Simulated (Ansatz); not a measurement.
```xyz
14

C     0.9188   -1.6623   -1.7976
N     0.8686   -0.9205   -0.5558
Si   -0.3460    0.1845   -0.1660
Cl   -2.1771   -0.6742    0.3057
O     0.1740    0.9906    1.1458
C    -0.5998    1.8154    1.9876
H     0.3966   -1.1044   -2.5787
H     1.9513   -1.7953   -2.1323
H     0.4476   -2.6494   -1.7283
H     1.3888   -1.3360    0.2009
H    -0.6374    1.0358   -1.3398
H    -0.9062    2.7302    1.4699
H    -1.4941    1.2952    2.3427
H     0.0148    2.0904    2.8458
```

Charge 0, multiplicity 1.

List the PBE0/def2-TZVPP orbital energies in eV (the Gaussian-basis code of Ansatz). (Best estimate.)

Computed: Occupied: -2766.91, -1803.70, -522.85, -391.13, -279.50, -278.96, -258.77, -197.03, -196.92, -196.92, -145.83, -100.54, -100.49, -100.47, -28.67, -24.86, -22.64, -19.59, -18.77, -15.34, -14.07, -13.02, -12.92, -12.55, -12.12, -11.82, -10.57, -10.45, -9.36, -9.05, -8.76, -8.46, -7.18. Lowest empty: 0.84, 1.36, 1.62, 1.84, 2.41, 2.60, 2.97, 3.27.
